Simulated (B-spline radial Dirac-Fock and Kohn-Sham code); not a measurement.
Z = 26 (iron), transition energy 1930 keV. Model: a Dirac-Hartree-Slater potential of the neutral atom with a Latter tail (no hole, which puts coefficients of high multipoles low close above an edge), finite nucleus with surface currents. Program: a radial finite-basis atomic code. Subshells that would emit electrons below 1 keV are left out, and so is internal pair formation.

Q: A pure transition shows α(K) = 7.26e-05, L1/L2 = 176 and L1/L3 = 298. What is its multipolarity?
A. M4
B. E3
C. E1
D. M3
E. E4
F. M2
G. E2
H. M1

A: F. For comparison, α(K), L1/L2, L1/L3 are E1 2.53e-05, 422, 132; E2 4.43e-05, 229, 155; E3 7.26e-05, 132, 163; E4 0.000115, 83.8, 154; M1 4.17e-05, 278, 224; M3 0.000119, 123, 299; M4 0.000188, 90.9, 230.

Values without a named source are computed, but for edge energies of neutral atoms, which are taken from tables.
